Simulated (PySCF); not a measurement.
Run record: geometry optimisation, `C(C)(C)[C@@H](O)CCC=C` (2-methyl-6-hepten-3-ol).

Method: PBE0-D3(BJ)/def2-SVP geometry optimisation, gas phase (PySCF 2.14.0). Start geometry: GFN2-xTB. A driver script takes a list of jobs; this job's settings line and coordinates (Å) are shown.

Input:
```
{"job": {"xc": "PBE0", "basis": "def2-SVP", "d3": "d3bj", "grid": 2, "kind": "geom"}, "charge": 0, "multiplicity": 1}
C      4.058635     0.804204     0.398587
C      3.184194     0.031015    -0.216685
C      1.932463    -0.492862     0.408061
C      0.691445     0.021392    -0.329903
C     -0.598643    -0.548383     0.274239
O     -0.559682    -1.960876     0.279035
C     -1.867304    -0.042682    -0.445544
C     -1.972311     1.480450    -0.446328
C     -3.103618    -0.642536     0.223842
H      4.948606     1.165532    -0.087991
H      3.922851     1.104715     1.424745
H      3.341431    -0.252548    -1.250079
H      1.934269    -1.585897     0.376844
H      1.881329    -0.187481     1.454338
H      0.674880     1.109073    -0.273649
H      0.747787    -0.265262    -1.384662
H     -0.656445    -0.272945     1.333048
H     -0.493537    -2.259751    -0.635673
H     -1.826656    -0.395432    -1.484827
H     -1.861241     1.867832     0.564271
H     -2.948852     1.778848    -0.821501
H     -1.216527     1.935836    -1.080234
H     -3.235616    -0.212905     1.214291
H     -2.993973    -1.718569     0.330461
H     -3.994421    -0.436624    -0.364703
```

Output:
```
step   0  E = -388.95696608  max force = 0.019064
step   1  E = -388.95985722  max force = 0.003606
step   2  E = -388.95991730  max force = 0.000537
step   3  E = -388.95992542  max force = 0.000562
step   4  E = -388.95993300  max force = 0.000545
step   5  E = -388.95994014  max force = 0.000372
optimisation converged
```

Energies in Eh; «max force» is the largest Cartesian gradient component in Eh/bohr.

Problem. Give the first gradient maximum in eV/Å.

Solution. With 1 Eh/bohr = 51.422 eV/Å, 0.980 eV/Å.

Problem. How much energy does the optimisation release, in eV?

Solution. E(step 0) − E(last step) = 0.002974 Eh, which is 0.081 eV.

Main results: final energy -388.95994 Eh after 5 steps; dipole 1.53 D.

The run took 3.1 min on Intel Xeon Platinum 8488C, one thread, on a shared host, and the process peaked at 0.94 GiB of memory.
Labels such as C1 count atoms from 1, the log's own numbers from 0.
